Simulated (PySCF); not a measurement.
Species: C7H14Si2.
SMILES: `C#C[C@@H](C[SiH3])C[SiH2]C=C`

Torsions of this conformer, `[CH:1]#[C:2][C@@H:3]([CH2:4][SiH3:5])[CH2:6][SiH2:7][CH:8]=[CH2:9]`: C2–C3–C4–Si5 -53°, C2–C3–C6–Si7 175°, C3–C6–Si7–C8 -165°, C6–Si7–C8–C9 117°.

The closed-shell ground state was solved at several levels (PySCF, density fitting, gas phase, non-relativistic). The structure is a single PBE0-D3(BJ)/def2-SVP conformer in the gas phase; no vibrational or solvent corrections.

```json
{"level": "wB97X-D/def2-SVPD", "basis functions": "300", "HOMO (eV)": "-9.51", "LUMO (eV)": "1.28", "gap (eV)": "10.79", "dipole (D)": "1.37"}
{"level": "PBE0/pcSseg-1", "basis functions": "237", "HOMO (eV)": "-7.66", "LUMO (eV)": "-0.49", "gap (eV)": "7.17", "dipole (D)": "1.35"}
```

(1) What might wB97X-D/pcSseg-1 (237 basis functions) give for the same quantities?

(2) Over all these levels, which gives the widest orbital gap and which the narrowest?

(3) How far do the dipole and the HOMO energy spread over the levels?

Answers

(1) HOMO -9.50 eV, LUMO 1.33 eV, gap 10.83 eV, dipole 1.32 D.

(2) wB97X-D/pcSseg-1 (range-separated hybrid) has the widest, 10.83 eV, and PBE0/pcSseg-1 (global hybrid, 25 % exact exchange) the narrowest, 7.17 eV. The two share the basis. From the narrowest to the widest the HOMO moves by -1.84 eV and the LUMO by +1.82 eV.

(3) The dipole runs from 1.32 to 1.37 D (mean 1.35 D) and the HOMO from -9.51 to -7.66 eV.
